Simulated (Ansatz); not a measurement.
Ansatz results at the PBE0-D4/def2-TZVP geometry: HOMO energy (ωB97M-V/def2-TZVPP) -9.72 eV; HOMO–LUMO gap (B3LYP/def2-TZVPP) 6.96 eV; HOMO energy (PBE/def2-TZVPP) -6.39 eV.

Each molecule was computed in one conformer, which needn't be the lowest.

Task: Which molecule gave them?
A. `F[CH2][InH][F]`
B. `C[As]1N[SiH2]1`
C. `[CH3][SnH2][B](N)F`
D. `B[CH2][SnH]([Cl])[Cl]`

Result: C. The others give `F[CH2][InH][F]`: -10.21, 5.84, -6.65; `C[As]1N[SiH2]1`: -8.42, 5.44, -5.32; `B[CH2][SnH]([Cl])[Cl]`: -10.80, 6.24, -7.42.

B3LYP here is the variant with VWN-RPA as its local correlation; programs differ in this.
